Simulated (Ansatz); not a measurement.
Computed with Ansatz on PBE0-D4/def2-TZVP structures; ΔE is electronic, products minus reactants. CCSD(T)/CBS adds triple-zeta CCSD(T) − MP2 to the extrapolated MP2 energy (def2 sets, frozen cores). Functionals use def2-TZVPP. B3LYP here is the variant with VWN-RPA as its local correlation; programs differ in this. def2 core potentials past Kr. For Te outer-core shells are correlated without core-valence functions, which leaves a few kJ/mol of doubt a bond. One conformer a species, not always the lowest.

`C=CC(=C)[TeH]` + `O[SiH2]CCl` → `O[SiH2]C[TeH]` + `C=CC(=C)Cl`  (formal exchange of groups at a Te–C bond)

`C=CC(=C)[TeH]`:

```xyz
11

C     1.117   -1.265   -0.698
C     0.871   -0.141   -0.031
C    -0.428    0.386    0.357
C    -0.539    1.474    1.122
Te   -2.211   -0.620   -0.179
H     0.318   -1.930   -1.008
H     2.131   -1.558   -0.938
H     1.710    0.487    0.270
H     0.352    1.971    1.497
H    -1.496    1.899    1.399
H    -1.826   -0.704   -1.792
```

`O[SiH2]CCl`:

Z-matrix (Å, degrees):
```
Si
C 1 1.881
O 1 1.642 2 110.3
H 1 1.486 2 107.4 3 -122.7
H 1 1.483 2 109.9 3 116.9
Cl 2 1.793 1 107.6 3 56.2
H 2 1.090 1 112.6 3 -61.7
H 2 1.091 1 112.9 3 174.6
H 3 0.960 1 116.1 2 -53.7
```

`O[SiH2]C[TeH]`:

Z-matrix (Å, degrees):
```
Si
C 1 1.870
O 1 1.644 2 110.5
H 1 1.490 2 107.4 3 -122.8
H 1 1.484 2 111.4 3 117.2
Te 2 2.154 1 109.7 3 55.1
H 2 1.093 1 110.9 3 -59.7
H 2 1.090 1 114.3 3 177.2
H 3 0.962 1 114.8 2 -48.2
H 6 1.659 2 93.4 1 55.2
```

`C=CC(=C)Cl`:

Z-matrix (Å, degrees):
```
C
C 1 1.329
H 1 1.083 2 121.6
H 1 1.083 2 120.7 3 180.0
C 2 1.453 1 126.4 3 0.0
H 2 1.087 1 119.9 3 -180.0
Cl 5 1.734 2 117.1 1 -0.0
C 5 1.331 2 123.5 1 180.0
H 8 1.081 5 122.1 2 180.0
H 8 1.083 5 119.4 2 -0.0
```

| level | ΔE (kJ/mol) | difference from CCSD(T)/CBS |
| --- | --- | --- |
| PBE-D4 | -27.8 | -3.5 |
| r2SCAN-D4 | -28.8 | -4.5 |
| B3LYP-D4 | -23.7 | 0.6 |
| ωB97X-V | -24.6 | -0.3 |
| B3LYP | -24.4 | -0.1 |
| MP2/def2-TZVPP | -23.5 | 0.8 |
| CCSD/def2-TZVPP | -22.6 | 1.7 |
| CCSD(T)/def2-TZVPP | -23.0 | 1.3 |
| HF/CBS(def2) | -19.4 | 4.9 |
| MP2/CBS(def2) | -24.7 | -0.4 |
| CCSD(T)/CBS | -24.3 | 0 |

Largest T1 diagnostic among the species: 0.012.

In def2-TZVPP, CCSD(T) changes the Hartree–Fock value by −3.3 kJ/mol (the triples alone add −0.4 kJ/mol) and MP2 by −3.7 kJ/mol.
